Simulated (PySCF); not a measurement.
H$_{4}$Si$_{2}$, charge +1, doublet, at a GFN2-xTB geometry (a state made from the parent by changing its charge; the spin is typed, not shown lowest). Base run: CCSD/6-31G in PySCF.

PySCF was given this input:
```python
from pyscf import gto, scf, cc

mol = gto.Mole()
mol.atom = '''
    Si   -0.16616702    1.07796466    0.62002792
    H     0.06478625    2.52939845    0.75560368
    Si    0.13180641   -0.97390264   -0.53199956
    H     0.93583729   -0.94240197   -1.75786354
    H    -1.28013849   -1.29759961   -0.77854108
    H     0.76056340   -1.74626515    0.54840391
'''
mol.basis = '6-31g'
mol.charge = 1
mol.spin = 1
mol.verbose = 4
mol.build()

mf = scf.UHF(mol)
mf.kernel()

mycc = cc.CCSD(mf)
mycc.kernel()
print('E(CCSD) = %.10f' % mycc.e_tot)
mf.analyze()
```

Each row names what was changed in the base input (with any setting that the change needs).

```csv
change,ΔE vs base (kcal/mol),MP2 correlation (Eh),CC correlation without the perturbative part (Eh),basis functions
base,0.000,-0.09071,-0.12216,34
frozen = 11,22.69,-0.06311,-0.08601,34
cc.level_shift = 0.2,0.000,-0.09071,-0.12216,34
density fitting = JK and correlation,-0.003,-0.09059,-0.12217,34
cart = on,0.000,-0.09071,-0.12216,34
frozen = 10,4.28,-0.08336,-0.11534,34
frozen = 9,4.03,-0.08378,-0.11574,34
cc.diis_space = 10,0.000,-0.09071,-0.12216,34
method = mp2,19.74,-0.09071,-,34
cc.conv_tol = 1e-9,0.000,-0.09071,-0.12216,34
```

Open shells are given as the SCF converged; they aren't shown to be the lowest states, and a large step between rows can be another state.
